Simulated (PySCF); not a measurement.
# C2N2Se: core ionisation energies

Compound: Se(CN)2, C2N2Se.
Structure used (PBE0-D3(BJ)/def2-SVP), in Å, numbered top down from 1:
```xyz
5
C2N2Se angstrom
Se     0.0103    0.0263   -1.2651
C      1.3679    0.0081   -0.0263
N      2.2815   -0.0020    0.6889
C     -1.3670   -0.0062   -0.0483
N     -2.2927   -0.0262    0.6508
```

Level of theory: delta-SCF UKS SCAN, pcX-2 on the ionised atom, pcseg-1 elsewhere, spin-free X2C (PySCF 2.14.0). Vertical ΔSCF values, vacuum level as zero.

What binding energy does each computed site have?

```json
{"atom(s)": "C2/C4", "environment": "carbon bonded to N and Se", "level": "C 1s", "binding energy (eV)": "293.28", "count": "2"}
{"atom(s)": "N3/N5", "environment": "nitrogen bonded to C", "level": "N 1s", "binding energy (eV)": "406.05", "count": "2"}
```

Which photon energy gives electrons from N 1s of N3/N5 a kinetic energy of 150 eV, and what is their de Broglie wavelength?

hν = 406.05 + 150 = 556.05 eV, recoil neglected; λ = 12.264 Å/√(E/eV) = 1.00 Å.

Atoms equivalent by their bonding share one computed value, that of the first of them. No level of selenium is listed. Geometry: PBE0-D3(BJ)/def2-SVP; no solvent, vibrations or thermal averaging.
